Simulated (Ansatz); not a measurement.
System: SbCl2 (charge 0, doublet). It need not be the lowest isomer of its formula. SMILES: [Cl][Sb][Cl]
Geometry: optimised at B3LYP-D3(BJ)/def2-TZVP (Ansatz, a program for electronic structure).

Wanted: atomisation energy (electronic, to ground-state atoms), in kcal/mol. Valence correlation only, unless marked. UHF or UKS for open shells. Spin-orbit coupling is left out. Frozen are the shells of the preceding noble gas and the d and f shells that filled before the atom's block. In def2 rows, elements after Kr have scalar-relativistic effective core potentials. The coupled-cluster limit lacks core correlation, which all-electron functionals hold. Basis-set limits of correlation are two-point, X^-3; Hartree-Fock from the larger set. [CCSD(T)-MP2]/basis is that difference in the basis named.

```
level                         program  atomisation energy (kcal/mol)
---------------------  --------------  -----------------------------
SVWN5/def2-TZVPD               Ansatz                          187.2
PBE-D3(BJ)/def2-TZVPD  Ansatz + dftd3                          161.1
```

What does RI-MP2/CBS(def2-TZVPPD,def2-QZVPPD)+[CCSD(T)-MP2]/def2-TZVPPD (Ansatz) give?

147.5 kcal/mol, so PBE-D3(BJ)/def2-TZVPD differs from it by 13.6 kcal/mol.
